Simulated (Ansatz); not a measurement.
Ansatz results at the PBE0-D4/def2-TZVP geometry: LUMO energy (PBE0/def2-TZVPP) -0.65 eV; HOMO energy (PBE/def2-TZVPP) -6.73 eV; size of the dipole moment (PBE/def2-TZVPP) 1.42 D.

Each molecule was computed in one conformer, which needn't be the lowest.

(1) Which molecule gave them?
A. `C[BH][ZnH]`
B. `[CH3][GeH2][CH2]Br`
C. `FC1NBO1`
D. `O=C[O][SnH3]`

Results:

(1) D. The others give `C[BH][ZnH]`: -1.97, -5.60, 1.39; `FC1NBO1`: 0.19, -6.82, 2.71; `[CH3][GeH2][CH2]Br`: -0.17, -6.36, 1.52.
